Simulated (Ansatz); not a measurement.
Be₂Cl₄⁻. Charge -1, multiplicity 2. Geometry B3LYP-D4/def2-SVPD.

Cartesian coordinates in Å:
```
Be 0.912 -1.780 -0.779
Be -0.313 0.609 0.266
Cl -0.554 -1.646 0.589
Cl 1.344 0.128 -1.241
Cl 0.483 1.404 1.861
Cl -1.872 1.285 -0.696
```

Another isomer (doublet) lies 0.31 eV lower at PBE0-D4/def2-TZVPD; other spin states weren't run for this one.

Question: Estimate the α-spin orbital energies around the gap (eV) in Ansatz with PBE-D4/def2-TZVPD, revPBE-D4/def2-TZVPD, r2SCAN-D4/def2-TZVPD, PBE0-D4/def2-TZVPD, ωB97M-V/def2-TZVPD.

Answer: 
```tsv
orbital	PBE-D4/def2-TZVPD	revPBE-D4/def2-TZVPD	r2SCAN-D4/def2-TZVPD	PBE0-D4/def2-TZVPD	ωB97M-V/def2-TZVPD
HOMO−9	-5.11	-5.04	-5.46	-6.57	-9.01
HOMO−8	-4.74	-4.67	-5.09	-6.16	-8.50
HOMO−7	-4.52	-4.46	-4.85	-5.87	-8.13
HOMO−6	-4.24	-4.18	-4.57	-5.63	-7.98
HOMO−5	-4.14	-4.08	-4.47	-5.49	-7.75
HOMO−4	-3.25	-3.19	-3.57	-4.62	-6.94
HOMO−3	-3.22	-3.16	-3.54	-4.57	-6.87
HOMO−2	-3.01	-2.96	-3.33	-4.37	-6.66
HOMO−1	-2.86	-2.80	-3.17	-4.21	-6.50
HOMO	-0.44	-0.42	-0.68	-1.39	-2.89
LUMO	1.91	1.98	2.15	2.61	3.53
LUMO+1	2.75	2.71	3.32	3.12	3.63
LUMO+2	2.77	2.73	3.34	3.19	3.66
LUMO+3	2.86	2.85	3.39	3.31	3.84
LUMO+4	3.32	3.24	3.93	3.74	4.14
LUMO+5	3.59	3.53	4.19	4.02	4.31
β HOMO	-2.86	-2.80	-3.17	-4.21	-6.50
β LUMO	1.43	1.49	1.65	2.13	3.10
```
